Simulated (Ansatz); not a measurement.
Isomers of C₃H₃BrO, relaxed with PBE0-D4/def2-TZVP in Ansatz; electronic energies, one conformer each and not always the lowest. Functionals use def2-TZVPP; CBS adds triple-zeta CCSD(T) − MP2 to the MP2 limit of def2-TZVPP and def2-QZVPP.

Outer-core shells of Br are correlated without core-valence functions. Scalar relativity is left out up to krypton. Spin–orbit coupling is left out.

Task: Order them by energy at frozen-core CCSD(T)/CBS, lowest first. (Estimate.)
A. `Br/C=C1\CO1`
B. `O=C=CCBr`
C. `BrC1=COC1`

Result: B (0.0 kJ/mol), C (120.1 kJ/mol), A (139.6 kJ/mol).

Task: How do PBE0-D4, B3LYP-D4, B3LYP, B2PLYP place them (kJ/mol, against `O=C=CCBr`)? (An estimate is asked.)

Result: Ansatz gave: 
| isomer | PBE0-D4 | B3LYP-D4 | B3LYP | B2PLYP |
| --- | --- | --- | --- | --- |
| `Br/C=C1\CO1` | 135.4 | 150.6 | 150.5 | 150.6 |
| `BrC1=COC1` | 121.7 | 142.0 | 143.5 | 138.0 |

B3LYP here is the variant with VWN-RPA as its local correlation; programs differ in this.
